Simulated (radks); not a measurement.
Values are calculated unless marked as measured or tabulated.
Task: Species: neutral molybdenum. Configuration: [Kr] 4d5 5s1 (the NIST ground configuration). Code: a radial shooting solver on a logarithmic mesh with Libxc functionals. Model: Dirac Kohn-Sham, exchange-only B88, spin-unpolarised, spherical densities, finite nucleus; open shells are shared between the two j in proportion to 2j + 1; Fermi nuclear charge, rms radius 4.4091 fm. Some entries of the table are withheld. Estimate them.

| orbital | occ. | eigenvalue (eV) | <r^2> (bohr^2) |
|---|---|---|---|
| 1s1/2 | 2 | -19815.50 | 0.001669 |
| 2s1/2 | 2 | -2797.334 | 0.02779 |
| 2p1/2 | 2 | -2573.693 | 0.02098 |
| 2p3/2 | 4 | -2467.066 | 0.02235 |
| 3s1/2 | 2 | -475.1612 | 0.2108 |
| 3p1/2 | 2 | -390.0619 | (1) |
| 3p3/2 | 4 | -372.5085 | (2) |
| 3d3/2 | 4 | -221.9625 | 0.2056 |
| 3d5/2 | 6 | -218.6390 | 0.2090 |
| 4s1/2 | 2 | -63.4982 | 1.390 |
| 4p1/2 | 2 | (3) | 1.700 |
| 4p3/2 | 4 | (4) | 1.790 |
| 5s1/2 | 1 | -3.5318 | 15.62 |
| 4d3/2 | 2 | -3.1091 | 5.190 |
| 4d5/2 | 3 | -2.9080 | 5.395 |

Result: 
(1) 3p1/2 <r^2> (bohr^2): 0.2089
(2) 3p3/2 <r^2> (bohr^2): 0.2193
(3) 4p1/2 eigenvalue (eV): -39.3453
(4) 4p3/2 eigenvalue (eV): -36.8461
